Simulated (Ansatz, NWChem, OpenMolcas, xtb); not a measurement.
**Ligand exchange: BrCl + SiH4 → SiH3Cl + HBr**

Species: BrCl (bromine chloride), singlet; SiH4 (silane) `[SiH4]`, singlet; SiH3Cl (chlorosilane) `[SiH3]Cl`, singlet; HBr, singlet. The partners trade Br for SiH3: Cl–Br and H–SiH3 bonds give way to Cl–SiH3 and H–Br.

Shapes, held fixed at every level: PBE0-D4/def2-TZVP; BrCl at the measured bond length. Programs: Ansatz 0.2.0, NWChem 7.3.0, OpenMolcas 26.06, xtb 6.7.1. A level may come from different programs for different species; with the same settings they agree closely. Electronic energies: no zero-point or thermal term.

```json
{"level": "GFN0-xTB", "kind": "semi-empirical", "ΔE (kJ/mol)": "-68.4"}
{"level": "HF/STO-3G", "kind": "Hartree–Fock", "ΔE (kJ/mol)": "-170.6"}
{"level": "HF/3-21G", "kind": "Hartree–Fock", "ΔE (kJ/mol)": "-205.7"}
{"level": "SVWN5/STO-3G", "kind": "LDA", "ΔE (kJ/mol)": "-159.4"}
{"level": "PBE/STO-3G", "kind": "GGA", "ΔE (kJ/mol)": "-149.9"}
{"level": "CAM-B3LYP/STO-3G", "kind": "range-separated hybrid", "ΔE (kJ/mol)": "-156.1"}
{"level": "B2PLYP/STO-3G", "kind": "double hybrid", "ΔE (kJ/mol)": "-152.9"}
{"level": "PBE0/def2-SVP", "kind": "global hybrid", "ΔE (kJ/mol)": "-223.6"}
```

PBE0/def2-SVP gives ΔE = -223.6 kJ/mol; the levels span -223.6 to -68.4. GFN0-xTB strays far from the other rows. The median of the levels is -157.7. No measured value is set beside it here. Relativity is left out for Br. Outer-core shells of Br are correlated, in sets that cover them unevenly. PBE0/def2-SVP lies outside the range of all other levels here, so it shouldn't be taken on trust. Rows in sets without polarisation functions are far from converged.
